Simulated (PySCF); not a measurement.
Se(Et)(OSiH3), C2H8OSeSi, SMILES [Se](O[SiH3])CC (CAM-B3LYP/def2-SVP optimised geometry):

```
13

Se     0.907     0.728     1.321
C      1.744    -0.902     1.960
C      0.797    -1.902     2.598
H      2.504    -0.540     2.672
H      2.281    -1.336     1.104
H      0.030    -2.223     1.880
H      0.288    -1.471     3.472
H      1.347    -2.799     2.924
O     -0.068    -0.052     0.000
Si    -1.739    -0.052     0.000
H     -2.281    -0.775     1.185
H     -2.147    -0.748    -1.247
H     -2.281     1.336     0.000
```

Method: CAM-B3LYP/def2-TZVP in PySCF.

Problem. What are the frontier orbital energies and the dipole moment?

Solution. HOMO-2 -10.59 eV, HOMO-1 -9.63 eV, HOMO -7.63 eV, LUMO -0.06 eV, LUMO+1 1.59 eV; dipole moment 1.75 D.

On the same geometry PBE/def2-TZVP (PySCF 2.14.0) gives HOMO-2 -7.82 eV, HOMO-1 -6.94 eV, HOMO -5.08 eV, LUMO -2.17 eV, LUMO+1 -0.24 eV; dipole moment 1.65 D.

Meta-Löwdin charges at CAM-B3LYP/def2-TZVP: Se1 0.39, C2 -0.28, C3 -0.33, H4 0.12, H5 0.12, H6 0.12, H7 0.11, H8 0.11, O9 -0.77, Si10 0.76, H11 -0.13, H12 -0.11, H13 -0.12.
